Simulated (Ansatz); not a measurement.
Z-matrix (Å, degrees):
```
C
C 1 1.3323
H 2 1.0804 1 120.24
N 1 1.3807 2 126.70 3 175.37
H 4 1.0059 1 115.88 2 152.25
H 4 1.0077 5 112.69 1 136.52
H 2 1.0847 3 117.75 1 178.92
H 1 1.0865 2 119.76 3 -0.87
```
Charge 0, spin multiplicity 1.

Computed with frozen-core CCSD(T)/cc-pVQZ // PBE0-D3(BJ)/def2-TZVP (Ansatz, an electronic-structure program).

The HF energy comes out as -133.12959 Ha and the MP2 correlation energy is -0.58096 Ha.

Task: Estimate the CCSD correlation energy, the (T) correction, the total energy and the T1 diagnostic.

Result: 
The CCSD correlation energy comes out as -0.60012 Ha and the (T) correction is -0.02640 Ha. The CCSD(T) total energy is -133.75612 Ha. The T1 diagnostic is 0.012.
